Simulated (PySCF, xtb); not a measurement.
BHFBr, SMILES B(Br)F.

Harmonic wavenumbers (cm⁻¹) from GFN2-xTB (xtb 6.7.1) at its own minimum, in rising order: 316, 687, 704, 1045, 1259, 2654.

Q: What does B3LYP-D3(BJ)/def2-TZVP in PySCF give at its own minimum? (An estimate is asked for; the answer gives what the named calculation found.)

A: 326, 679, 827, 1090, 1308, 2695. Paired by order, the mean absolute difference is 46 cm⁻¹ and the zero-point energies are 9.5 and 9.9 kcal/mol.
